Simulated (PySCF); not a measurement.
A calculated (UHF, PySCF 2.14, x2c-SVPall, scalar relativity by spin-free X2C-1e) atom or ion has these occupied shells.

```json
{"shell": "1s α", "electrons": "1", "orbital energy (eV)": "-26849.2", "rms radius, mean of both spins (bohr)": "0.0349"}
{"shell": "1s β", "electrons": "1", "orbital energy (eV)": "-26849.1", "rms radius, mean of both spins (bohr)": "0.0349"}
{"shell": "2s α", "electrons": "1", "orbital energy (eV)": "-4079.5", "rms radius, mean of both spins (bohr)": "0.142"}
{"shell": "2s β", "electrons": "1", "orbital energy (eV)": "-4079.5", "rms radius, mean of both spins (bohr)": "0.142"}
{"shell": "2p β", "electrons": "3", "orbital energy (eV)": "-3657.0", "rms radius, mean of both spins (bohr)": "0.127"}
{"shell": "2p α", "electrons": "3", "orbital energy (eV)": "-3657.0", "rms radius, mean of both spins (bohr)": "0.127"}
{"shell": "3s α", "electrons": "1", "orbital energy (eV)": "-805.45", "rms radius, mean of both spins (bohr)": "0.381"}
{"shell": "3s β", "electrons": "1", "orbital energy (eV)": "-805.33", "rms radius, mean of both spins (bohr)": "0.381"}
{"shell": "3p α", "electrons": "3", "orbital energy (eV)": "-662.77", "rms radius, mean of both spins (bohr)": "0.383"}
{"shell": "3p β", "electrons": "3", "orbital energy (eV)": "-662.74", "rms radius, mean of both spins (bohr)": "0.383"}
{"shell": "3d β", "electrons": "5", "orbital energy (eV)": "-439.27", "rms radius, mean of both spins (bohr)": "0.363"}
{"shell": "3d α", "electrons": "5", "orbital energy (eV)": "-439.25", "rms radius, mean of both spins (bohr)": "0.363"}
{"shell": "4s α", "electrons": "1", "orbital energy (eV)": "-137.76", "rms radius, mean of both spins (bohr)": "0.941"}
{"shell": "4s β", "electrons": "1", "orbital energy (eV)": "-137.55", "rms radius, mean of both spins (bohr)": "0.941"}
{"shell": "4p α", "electrons": "3", "orbital energy (eV)": "-93.434", "rms radius, mean of both spins (bohr)": "1.04"}
{"shell": "4p β", "electrons": "3", "orbital energy (eV)": "-93.432", "rms radius, mean of both spins (bohr)": "1.04"}
{"shell": "4d α", "electrons": "5", "orbital energy (eV)": "-28.332", "rms radius, mean of both spins (bohr)": "1.38"}
{"shell": "4d β", "electrons": "5", "orbital energy (eV)": "-28.179", "rms radius, mean of both spins (bohr)": "1.38"}
{"shell": "5s α", "electrons": "1", "orbital energy (eV)": "-15.690", "rms radius, mean of both spins (bohr)": "2.98"}
```

(1) Name the element and its charge.

## Answers

(1) Cd⁺ (cadmium, charge +1), in [Kr] 4d10 5s1, 2S determinant.
